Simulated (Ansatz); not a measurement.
`[NH2][GaH][CH2]Cl` + HBr → `[NH2][GaH][Br]` + `CCl` at 700 K and 1 bar (ligand exchange at a Ga–C bond).

Isolated molecules relaxed with PBE0-D4/def2-TZVP in Ansatz; ΔE leaves out vibrations. CCSD(T)/CBS adds triple-zeta CCSD(T) − MP2 to the extrapolated MP2 energy (def2 sets, frozen cores). This one scheme is used for every species. For Br, Ga outer-core shells are correlated without core-valence functions, which leaves a few kJ/mol of doubt a bond. Scalar relativity is left out up to krypton. Each species was taken in one conformer, which may not be the lowest.

```json
{"species": "`[NH2][GaH][CH2]Cl`", "CCSD(T)/CBS energy (Eh)": "-2479.49982", "H − E (kJ/mol)": "229.8", "S (J/(mol·K))": "459.0"}
{"species": "HBr", "CCSD(T)/CBS energy (Eh)": "-2573.91920", "H − E (kJ/mol)": "36.5", "S (J/(mol·K))": "223.7"}
{"species": "`[NH2][GaH][Br]`", "CCSD(T)/CBS energy (Eh)": "-4553.84396", "H − E (kJ/mol)": "140.5", "S (J/(mol·K))": "397.2"}
{"species": "`CCl`", "CCSD(T)/CBS energy (Eh)": "-499.63220", "H − E (kJ/mol)": "131.4", "S (J/(mol·K))": "278.6"}
```

H − E and S are ideal-gas, rigid-rotor, harmonic terms from PBE0-D4/def2-TZVP, for one conformer and one mirror image of each species. 1 Eh = 2625.50 kJ/mol, R = 8.31446 J/(mol·K).

Problem. By hand: ΔE, ΔH, ΔS and ΔG.

Solution. ΔE = (-4553.84396) + (-499.63220) − (-2479.49982) − (-2573.91920) = -0.05714 Eh = -150.0 kJ/mol. Δ(H − E) = 140.5 + 131.4 − 229.8 − 36.5 = 5.6, so ΔH = -144.4 kJ/mol. ΔS = 397.2 + 278.6 − 459.0 − 223.7 = -6.9 J/(mol·K). ΔG = -144.4 − 700 × (-6.9)/1000 = -139.6 kJ/mol.

Problem. By hand: the equilibrium constant, and the temperature at which ΔG would vanish if ΔH and ΔS stayed fixed.

Solution. log₁₀ K = −ΔG/(RT ln 10) = 10.4. ΔG = 0 at ΔH/ΔS = 20928 K, far beyond where these terms or the molecules hold.

The number of gas molecules stays the same, so ΔS is small and ΔH decides. A doubt of 5 kJ/mol in ΔE shifts log₁₀ K by 0.4 here. Other conformers and mirror images would add mixing entropy, several J/(mol·K) or more a flexible species. Modes under 60 cm⁻¹, often nearly free rotors, make the harmonic entropy too high. These are equilibria of isolated gas molecules and say nothing of rates. Largest T1 diagnostic: 0.013 (customary marks: 0.02 for closed shells, 0.045 for open ones).
